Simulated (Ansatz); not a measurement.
Born–Oppenheimer molecular dynamics of CH9PSi3 (14 atoms, charge 0, multiplicity 1). It starts from a relaxed structure.

Method: RKS PBE0-D4/6-31G in Ansatz.

```
ensemble                      : NVE (velocity Verlet)
time step                     : 2.5 fs
steps asked                   : 100
starting velocities drawn for : 300 K
seed                          : 841038
```

First frame:

```xyz
14
Properties=species:S:1:pos:R:3
C -1.396 0.521 0.154
Si -0.018 0.563 1.493
Si 1.700 -0.790 0.574
P 1.002 -1.238 -1.615
Si -0.629 0.430 -1.599
H -2.024 -0.364 0.310
H -2.037 1.408 0.241
H 0.466 1.977 1.677
H -0.519 0.056 2.819
H 1.903 -2.093 1.296
H 3.018 -0.072 0.499
H 0.088 -2.304 -1.246
H 0.084 1.719 -1.907
H -1.650 0.159 -2.668
```

(1) How far do the bonds stretch over the last three quarters of this one trajectory? (Pairs bonded in most of those frames.)

Answers

(1) 
```tsv
bond	mean (Å)	spread (Å)	shortest	longest
C1–Si2	1.927	0.025	1.87	1.98
C1–Si5	1.920	0.021	1.88	1.96
C1–H6	1.102	0.038	1.04	1.16
C1–H7	1.100	0.022	1.06	1.14
Si2–Si3	2.377	0.037	2.31	2.44
Si2–H8	1.509	0.028	1.46	1.56
Si2–H9	1.508	0.019	1.48	1.54
Si3–P4	2.341	0.031	2.29	2.39
Si3–H10	1.509	0.043	1.44	1.56
Si3–H11	1.510	0.058	1.42	1.59
P4–Si5	2.335	0.019	2.31	2.37
P4–H12	1.454	0.010	1.43	1.47
Si5–H13	1.506	0.019	1.48	1.54
Si5–H14	1.509	0.045	1.44	1.57
```

Mean temperature of the second half: 152 K. The conserved energy wandered by up to 5.8 meV per atom (net 3.2 meV per atom), which is poor conservation. The temperature averaged 0.51 of the 300 K drawn at the start: a run that starts near a minimum puts about half its kinetic energy into the potential. A step of 2.5 fs is long for free X–H stretches (periods near 10 fs) and can bias their spread and the temperature. A run of 0.25 ps of so small a system gives no equilibrium averages. Limits of this set-up: no polarisation functions.

The run took 10 min on 1 CPU thread of a shared host.
